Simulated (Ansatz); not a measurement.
`CCN[SiH3]` → 2 C• + 9 H• + N• + Si•  (atomization)

Computed with Ansatz on PBE0-D4/def2-TZVP structures; ΔE is electronic, products minus reactants. CCSD(T)/CBS adds triple-zeta CCSD(T) − MP2 to the extrapolated MP2 energy (def2 sets, frozen cores). This one scheme is used for every species, atoms too. DFT in def2-TZVPP. HSE06 is defined as in plane-wave codes. Open shells (•) are unrestricted, without spin–orbit coupling. Spin–orbit coupling would lower the free atoms: a little for C, Si. Each species was taken in one conformer, which may not be the lowest.

(1) What is ΔE at CCSD(T)/CBS? (Estimate.)

(2) What do these levels give: B97M-V, HSE06-D4, r2SCANh, BHLYP, CCSD(T)/def2-SVP, CCSD/CBS(def2)? (Estimate.)

Largest T1 diagnostic among the species: 0.012.

Results:

(1) The calculation gave: +1100.2 kcal/mol.

(2) Computed: B97M-V 1100.5, HSE06-D4 1098.4, r2SCANh 1091.4, BHLYP 1074.8, CCSD(T)/def2-SVP 1041.5, CCSD/CBS(def2) 1088.6 kcal/mol.

At CCSD(T), def2-SVP lies −58.7 kcal/mol from the extrapolated value and def2-TZVPP −27.0 kcal/mol: correlation converges slowly with the basis, and small sets miss more of it in the bonded molecule than in its fragments. From r2SCAN to r2SCAN0 (25 % exact exchange), in def2-TZVPP and without D4, ΔE moves by −9.6 kcal/mol: exact exchange takes away binding that semilocal exchange gives to molecules. The D4 term adds +8.5 kcal/mol with B3LYP and +4.4 kcal/mol with PBE0; it sums over pairs of atoms, weighted by their polarisabilities, and B3LYP, whose exchange is more repulsive, gets the larger term.

B3LYP here is the variant with VWN-RPA as its local correlation; programs differ in this.

For atomizations the MP2-based limit and the directly extrapolated one differ by several kJ/mol either way, and by 10 to 25 for some Ge, Se and Sn compounds, so smaller differences from it don't rank the levels.
